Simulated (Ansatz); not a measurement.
C2H7NbO2 (`[CH3][Nb]([CH3])(=[O])[OH]`), relaxed with RKS PBE-D4/def2-SVP in Ansatz 0.2.0 from a rough embedded geometry. The force threshold is 0.03 eV/Å; the program also tests the step.

The species carries charge 0 and has multiplicity 1. Nb: def2 effective core potential.

Start:

```xyz
12

C     1.613   -0.554    0.718
Nb   -0.035    0.746    0.190
C    -1.769   -0.512   -0.203
O    -0.453    1.879    1.502
O     0.414    1.842   -1.464
H     2.313   -0.710   -0.191
H     1.287   -1.509    1.088
H     2.269   -0.023    1.463
H    -1.665   -1.533    0.272
H    -1.874   -0.720   -1.326
H    -2.700   -0.037    0.140
H     0.600    1.131   -2.188
```

```tsv
step	energy (eV)	largest force (eV/Å)	largest move (Å)
1	-7824.1243	2.853	0.000
2	-7824.5036	1.040	0.194
3	-7824.5750	0.606	0.124
4	-7824.5955	0.180	0.072
5	-7824.6089	0.244	0.123
6	-7824.6153	0.233	0.113
7	-7824.6230	0.071	0.096
8	-7824.6253	0.094	0.077
9	-7824.6265	0.044	0.029
10	-7824.6271	0.046	0.038
11	-7824.6273	0.034	0.035
12	-7824.6274	0.020	0.007
```

End:

```xyz
12

C     1.647   -0.548    0.670
Nb   -0.039    0.699    0.143
C    -1.758   -0.551   -0.261
O    -0.425    1.613    1.539
O     0.354    1.890   -1.301
H     2.032   -1.120   -0.204
H     1.291   -1.277    1.435
H     2.490    0.015    1.124
H    -1.839   -1.281    0.578
H    -1.644   -1.121   -1.209
H    -2.715    0.010   -0.297
H     0.605    1.672   -2.216
```

Hardware: 8 threads of an AMD EPYC 7B13 on a shared host. Wall time 11 s, peak host memory 0.21 GiB.
